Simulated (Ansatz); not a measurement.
Cl3OTa, SMILES [O]=[Ta]([Cl])([Cl])[Cl] (connectivity only; charge and spin as stated), charge +1, multiplicity 2.

The structure is a stationary point at B3LYP-D3(BJ)/def2-SVP. The multiplicity is an assumed one; no other spin state was optimised. The isomer is the one that the SMILES or the coordinates give; other isomers of the formula were not compared. The def2 effective core potentials stand for the cores of Ta; spin–orbit coupling is left out.

Two levels are set side by side: PBE/def2-SVPD (Ansatz, a program for electronic structure) and PBE0/def2-SVPD (Ansatz). Energy differences of separate SCF runs at the same geometry; the states with an electron removed or added have multiplicity 3 and 1. Differences are taken from unrounded values.

```json
[
 {"quantity": "vertical ionisation energy (eV)", "PBE": "16.61"},
 {"quantity": "vertical electron affinity (eV)", "PBE": "10.73"}
]
```

Q: These are the PBE values. What does PBE0 give? (Estimate from the structure and the level; the computed values follow.)

A: 
| quantity | PBE0 | PBE minus PBE0 |
|---|---|---|
| vertical ionisation energy (eV) | 17.17 | -0.56 |
| vertical electron affinity (eV) | 10.84 | -0.11 |
